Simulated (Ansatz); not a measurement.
Reaction (ligand exchange at the Si–N bond): `[SiH3][NH][GaH][SiH3]` + `OC(S)S` → `OC(S)S[SiH3]` + `[NH2][GaH][SiH3]`

Isolated molecules relaxed with PBE0-D4/def2-TZVP in Ansatz; ΔE leaves out vibrations. CCSD(T)/CBS adds triple-zeta CCSD(T) − MP2 to the extrapolated MP2 energy (def2 sets, frozen cores). DFT in def2-TZVPP. B3LYP here is the variant with VWN-RPA as its local correlation; programs differ in this. For Ga outer-core shells are correlated without core-valence functions, which leaves a few kJ/mol of doubt a bond. Scalar relativity is left out up to krypton. Each species was taken in one conformer, which may not be the lowest.

Task: Is it downhill or uphill in electronic energy at CCSD(T)/CBS, and by how much? (Estimate.)

Result: Computed: Downhill: ΔE = -4.7 kJ/mol.

Task: What do these levels give: PBE-D4, r2SCAN-D4, PBE, PBE0, B3LYP, HF/def2-TZVPP, MP2/def2-TZVPP, CCSD/def2-TZVPP, CCSD(T)/def2-TZVPP, SCS-MP2/def2-QZVPP, MP2/CBS(def2), CCSD/CBS(def2)? (Best estimate.)

Result: Ansatz gave: PBE-D4 -13.4, r2SCAN-D4 -9.1, PBE -12.5, PBE0 -9.6, B3LYP -2.6, HF/def2-TZVPP 6.4, MP2/def2-TZVPP -3.5, CCSD/def2-TZVPP 1.0, CCSD(T)/def2-TZVPP -0.9, SCS-MP2/def2-QZVPP -1.6, MP2/CBS(def2) -7.3, CCSD/CBS(def2) -2.7 kJ/mol.

Largest T1 diagnostic among the species: 0.015.

In def2-TZVPP, CCSD(T) changes the Hartree–Fock value by −7.4 kJ/mol (the triples alone add −2.0 kJ/mol) and MP2 by −10.0 kJ/mol.
